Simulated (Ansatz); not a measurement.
| atom | x (Å) | y (Å) | z (Å) |
| --- | --- | --- | --- |
| C | 0.0095 | -0.0221 | -0.8034 |
| C | 0.0330 | -0.0221 | 0.7899 |
| H | -0.0065 | -0.9748 | -1.1584 |
| H | -0.8928 | 0.5155 | -1.1156 |
| H | 0.8813 | 0.5612 | -1.1719 |
| H | -0.0147 | 1.0278 | 1.2128 |
| H | -0.9313 | -0.5094 | 1.1877 |
| H | 0.8981 | -0.5601 | 1.1574 |

Basis set: def2-TZVP (spherical functions). Correlated methods keep 2 orbitals frozen. Charge 0, multiplicity 1.

Computed with Ansatz (development build ahead of 0.2.0); each method stands on the lowest determinant of its kind that the runs found. Restricted open shells among the atoms or ions are ROHF, correlated in semicanonical orbitals with singles. Restricted functionals stand beside restricted open-shell atoms, which can lie above the unrestricted atoms usual in DFT and then raise those values.

The atomization energy at this shape (free ground-state atoms in the same class of orbitals less the molecule, no zero-point energy) of singlet C2H6:

```json
{"method": "PBE0 (restricted)", "atomization energy": "706.76 kcal/mol"}
{"method": "RHF", "atomization energy": "548.73 kcal/mol"}
```

Question: What does RHF-MP2 give?

Answer: 681.65 kcal/mol. Caution: the shape is not the minimum.
